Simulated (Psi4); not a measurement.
Relaxed torsion scan: SMILES c1cnc(cc1)-c1cc2c(s1)ccs2 (C11H7NS2). Scanned: dihedral N13–C4–C5–S12; all other coordinates were relaxed at GFN2-xTB. Points at φ and −φ are mirror images.

Geometry of the scan point at 180° (Å):
```
21

C     -4.0106    -0.1256     0.2364
C     -3.3223    -1.3265     0.1433
C     -1.9427    -1.3030     0.0785
C     -1.2884    -0.0673     0.1090
C      0.1518     0.0379     0.0442
C      0.8835     1.1962     0.0656
C      2.2595     0.9413    -0.0151
S      3.6877     1.9159    -0.0380
C      4.6725     0.4964    -0.1575
C      3.9653    -0.6628    -0.1797
C      2.5817    -0.4109    -0.0982
S      1.1620    -1.3899    -0.0764
N     -1.9559     1.0859     0.1992
C     -3.2709     1.0483     0.2603
H     -5.0876    -0.1005     0.2889
H     -3.8546    -2.2666     0.1215
H     -1.3704    -2.2156     0.0054
H      0.4280     2.1654     0.1361
H      5.7368     0.6154    -0.2049
H      4.4038    -1.6408    -0.2501
H     -3.7569     2.0131     0.3320
```

Method: PBE-D3(BJ)/def2-SVP // GFN2-xTB (Psi4).

Scanned values (°): -150, -120, -90, -60, -30, 0, 30, 60, 90, 120, 150, 180.

**Question.** Locate the minima and the barriers on this grid.

**Answer.** Lower than their neighbours: 0° (0.0 kcal/mol), 180° (0.7 kcal/mol). Higher than their neighbours: -90° (8.6 kcal/mol), 90° (8.6 kcal/mol). The whole profile spans 8.6 kcal/mol.
